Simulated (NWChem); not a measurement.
Molecule: C$_{5}$FeO$_{5}$; SMILES [O+]#[C-]->[Fe](<-[C-]#[O+])(<-[C-]#[O+])(<-[C-]#[O+])<-[C-]#[O+]

All runs: NWChem. Pople sets run with spherical d functions. The geometry was optimised at PBE0/def2-SVP. No frequency run checked for a minimum. Level SCAN/6-31G*: energy and gradient on several grids; changes count from the extra-fine grid, which is no exact limit either.

```json
[
 {"grid": "xcoarse", "size of the energy change (μHa)": "50000", "largest change of a gradient component (μHa/bohr)": "8000", "time, medium = 1 (rough)": "about 1"},
 {"grid": "coarse", "size of the energy change (μHa)": "10000", "largest change of a gradient component (μHa/bohr)": "6000", "time, medium = 1 (rough)": "about 1"},
 {"grid": "medium", "size of the energy change (μHa)": "5000", "largest change of a gradient component (μHa/bohr)": "4000", "time, medium = 1 (rough)": "about 1"},
 {"grid": "fine", "size of the energy change (μHa)": "2000", "largest change of a gradient component (μHa/bohr)": "1000", "time, medium = 1 (rough)": "about 1"},
 {"grid": "xfine", "size of the energy change (μHa)": "< 10", "largest change of a gradient component (μHa/bohr)": "< 30", "time, medium = 1 (rough)": "2"}
]
```
